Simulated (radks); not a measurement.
Polarisabilities and homonuclear dispersion coefficients (atomic units). Method: non-relativistic Kohn-Sham, PBE, spin-unpolarised, spherical densities, point nucleus; computed with a radial shooting solver on a logarithmic mesh with Libxc functionals. Response by self-consistent Sternheimer equations with the Hartree and adiabatic LDA kernel. For heavy and open-shell atoms this level of theory can miss by tens of per cent. "Uncoupled" leaves out the induced potential. Quadrupole and octupole values are given only where no p, d or f shell is open. The Sternheimer factor gamma scales a distant field gradient at the nucleus by 1 - gamma.

[
 {"species": "Nb2+", "configuration": "[Kr] 4d3", "alpha1 (bohr^3)": "11.52", "alpha1, uncoupled": "16.04", "alpha2 (bohr^5)": "-", "alpha3 (bohr^7)": "-", "C6": "59.61", "C8": "-", "Sternheimer gamma": "-", "recommended alpha1": "-"},
 {"species": "He", "configuration": "[He]", "alpha1 (bohr^3)": "1.593", "alpha1, uncoupled": "1.732", "alpha2 (bohr^5)": "3.417", "alpha3 (bohr^7)": "17.69", "C6": "1.744", "C8": "19.88", "Sternheimer gamma": "0.429", "recommended alpha1": "1.38375 +/- 2e-05"},
 {"species": "Te+", "configuration": "[Kr] 4d10 5s2 5p3", "alpha1 (bohr^3)": "24.12", "alpha1, uncoupled": "40.69", "alpha2 (bohr^5)": "-", "alpha3 (bohr^7)": "-", "C6": "208.1", "C8": "-", "Sternheimer gamma": "-", "recommended alpha1": "-"},
 {"species": "Se", "configuration": "[Ar] 3d10 4s2 4p4", "alpha1 (bohr^3)": "28.38", "alpha1, uncoupled": "42.35", "alpha2 (bohr^5)": "-", "alpha3 (bohr^7)": "-", "C6": "238.7", "C8": "-", "Sternheimer gamma": "-", "recommended alpha1": "28.9 +/- 1"},
 {"species": "Ne+", "configuration": "[He] 2s2 2p5", "alpha1 (bohr^3)": "1.413", "alpha1, uncoupled": "1.666", "alpha2 (bohr^5)": "-", "alpha3 (bohr^7)": "-", "C6": "2.483", "C8": "-", "Sternheimer gamma": "-", "recommended alpha1": "-"},
 {"species": "B2+", "configuration": "[He] 2s1", "alpha1 (bohr^3)": "6.147", "alpha1, uncoupled": "8.094", "alpha2 (bohr^5)": "8.045", "alpha3 (bohr^7)": "35.69", "C6": "7.831", "C8": "79.79", "Sternheimer gamma": "0.350", "recommended alpha1": "-"},
 {"species": "Ni", "configuration": "[Ar] 3d8 4s2", "alpha1 (bohr^3)": "48.05", "alpha1, uncoupled": "86.57", "alpha2 (bohr^5)": "-", "alpha3 (bohr^7)": "-", "C6": "386.5", "C8": "-", "Sternheimer gamma": "-", "recommended alpha1": "49 +/- 3"},
 {"species": "I", "configuration": "[Kr] 4d10 5s2 5p5", "alpha1 (bohr^3)": "34.62", "alpha1, uncoupled": "56.68", "alpha2 (bohr^5)": "-", "alpha3 (bohr^7)": "-", "C6": "378.4", "C8": "-", "Sternheimer gamma": "-", "recommended alpha1": "32.9 +/- 1.3"}
]

Recommended values: Schwerdtfeger and Nagle, table of static dipole polarisabilities (2023 update), measured or computed.

Beside tabulated values, note that relativity, absent from the non-relativistic runs, is large for the heavy elements, and spin-unpolarised runs miss the spin-polarisation part of the exchange energy of open shells.
